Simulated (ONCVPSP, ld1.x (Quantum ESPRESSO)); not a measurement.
**Hardness and transferability of assorted potentials**

Generated with ld1.x 7.5 (TM, RRKJ, ultrasoft, PAW), atompaw 4.2 or ONCVPSP 4.0.1. The cutoff is in Ry: for ld1.x and atompaw files where the sum of valence levels is converged to 10 mRy in a Bessel basis, for ONCV files where the hardest occupied wave has 1 mHa per electron of residual kinetic energy. The error is the largest all-electron minus pseudo excitation energy over each file’s own four to seven test configurations (ionisations up to +4, promotions, holes and added fractions of an electron), all of which were solved. The labels leave out finer settings (local radius, basis sizes, second energies), which also bear on the numbers. Spin-polarised tests are not counted. The rows are a selection from randomly drawn settings: files with unsolved tests, undetermined cutoffs or missed reference levels are left out.

A true bound ghost makes a file unfit for plane-wave use even where its test errors are small: the radial tests pick states by their node count and pass the ghost by.

```csv
element,potential,cutoff (Ry),largest error (meV),bound ghosts
Nb,"ONCV, PBE, scalar-relativistic, rc 1.75/1.45/2.70 (spd), local smoothed, core correction yes, reference 4s2 4p6 4d3 5s2, qcut 7.8/4.9/5.3, projectors 2/2/3",61,-160,none
Ru,"ONCV, PBEsol, scalar-relativistic, rc 2.00/1.80/2.25 (spd), local smoothed, core correction yes, reference 4s2 4p6 4d7 5s1, qcut 7.6/6.1/7.3, projectors 2/2/2",38,+18,none
Ag,"ONCV, PBE, fully relativistic, rc 1.45/1.35/1.20 (spd), local smoothed, core correction yes, reference 4s2 4p6 4d10 5s1, qcut 10.6/8.1/8.3, projectors 2/2/3",70,-74,none
Cs,"ONCV, PBE, scalar-relativistic, rc 3.15/2.25/2.55 (spd), local smoothed, core correction yes, reference 5s2 5p6 6s1, qcut 3.4/2.9/3.3, projectors 2/2/2",17,-263,s
Ba,"ONCV, PBE, scalar-relativistic, rc 3.15/2.95/4.00 (spd), local smoothed, core correction yes, reference 5s2 5p6 5d0.5 6s1.5, qcut 3.5/4.3/4.1, projectors 2/2/1",9,-19,none
Pb,"ONCV, PBE, fully relativistic, rc 1.45/1.35/1.15 (spd), local smoothed, core correction no, reference 5s2 5p6 5d10 6s1 6p3, qcut 8.8/8.5/7.4, projectors 2/2/1",92,-1.9,none
```

Q: Fill in the row for In: RRKJ, PBE, scalar-relativistic, rc 2.20/3.00/1.75 (spd), local smoothed, core correction yes, reference 4d10 5s2 5p1.

A: cutoff 55 Ry, largest error -205 meV, bound ghosts: none.

Q: Fill in the row for Ni: ONCV, LDA (Perdew-Wang 92), scalar-relativistic, rc 1.10/1.20/1.55 (spd), local smoothed, core correction yes, reference 3s2 3p6 3d8 4s1, qcut 13.6/14.5/8.8, projectors 2/2/2.

A: cutoff 131 Ry, largest error -288 meV, bound ghosts: none.
